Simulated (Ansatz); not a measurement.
`ClCCI`. Charge 0, multiplicity 1. I takes the def2 core potential. All single points use the PBE0-D4/def2-TZVP geometry. It is one conformer, not always the lowest.

```xyz
8

Cl   -1.215    1.549    0.755
C    -0.787    0.033   -0.066
C     0.660   -0.334    0.109
I     2.000    1.000   -0.888
H    -1.411   -0.747    0.376
H    -1.052    0.146   -1.116
H     0.955   -0.332    1.156
H     0.851   -1.315   -0.325
```

**Question.** What is the dipole moment at B3LYP/def2-TZVPP? (Estimate.)

**Answer.** Ansatz gave: 2.44 D, with components (-0.60, -2.37, -0.03) D in this frame, pointing from negative to positive charge.

**Question.** And with PBE, r2SCAN, ωB97M-V? (Best estimate.)

**Answer.** Computed: PBE 2.37 D, r2SCAN 2.53 D, ωB97M-V 2.43 D.

**Question.** Give the Mulliken charges with B3LYP, r2SCAN, PBE in def2-TZVPP. (Best estimate.)

**Answer.** Ansatz gave: 
| atom | B3LYP | r2SCAN | PBE |
| --- | --- | --- | --- |
| Cl1 | -0.15 | -0.16 | -0.14 |
| C2 | -0.09 | 0.01 | -0.10 |
| C3 | -0.24 | -0.14 | -0.23 |
| I4 | -0.05 | -0.08 | -0.06 |
| H5 | 0.12 | 0.08 | 0.12 |
| H6 | 0.12 | 0.08 | 0.12 |
| H7 | 0.14 | 0.11 | 0.14 |
| H8 | 0.14 | 0.10 | 0.14 |

B3LYP here is the variant with VWN-RPA as its local correlation; programs differ in this.
